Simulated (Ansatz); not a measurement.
Total energies of the cluster Hg3Te3 from Ansatz at PBE-D4/def2-SVP, gas phase (1 Eh = 27.2114 eV = 2625.5 kJ/mol). The reference geometry is relaxed at B3LYP-D4/def2-SVP.

```xyz
6

Hg   -1.684    1.075    0.070
Hg    0.860   -0.622    1.694
Hg    0.824   -0.454   -1.764
Te   -1.281    0.705    2.741
Te    2.617   -1.671   -0.108
Te   -1.336    0.966   -2.633
```

| state | geometry | energy (Eh) |
| --- | --- | --- |
| charge 0 singlet | reference | -1264.80018 |
| charge -1 doublet | reference | -1264.86112 |
| charge -1 doublet | relaxed at B3LYP-D4/def2-SVPD | -1264.87241 |
| free Hg atom (singlet) | – | -153.55159 |
| free Te atom (triplet) | – | -267.96343 |

In the def2 sets Hg, Te take a core potential; there is no spin–orbit coupling.

Work out the vertical electron affinity, to the doublet.

E(charge 0 singlet) − E(charge -1 doublet) = -1264.80018 − (-1264.86112) = 0.06094 Eh = 1.66 eV. The basis lacks diffuse functions, which makes affinities too small.

How much does the charge -1 doublet relax, and what is the adiabatic electron affinity?

Relaxation: -1264.86112 − (-1264.87241) = 0.01129 Eh = 0.31 eV. Adiabatic electron affinity: 0.07223 Eh = 1.97 eV, without zero-point energy. 

What is the binding energy per atom against free atoms?

Atoms: 3 × (-153.55159) + 3 × (-267.96343) = -1264.54506 Eh. Binding: -1264.54506 − (-1264.80018) = 0.25512 Eh = 6.94 eV, or 1.16 eV for each of 6 atoms (no zero-point energy, no counterpoise term).

At PBE-D4/def2-SVP the highest occupied level of the charge -1 doublet lies above zero (up to 0.19 eV). By energy differences its removal costs 1.66 eV (vertical, to the charge 0 singlet, at PBE-D4/def2-SVP); self-interaction error and the lack of diffuse functions both raise the level. 

The structure comes from a short search, and lower isomers may exist.
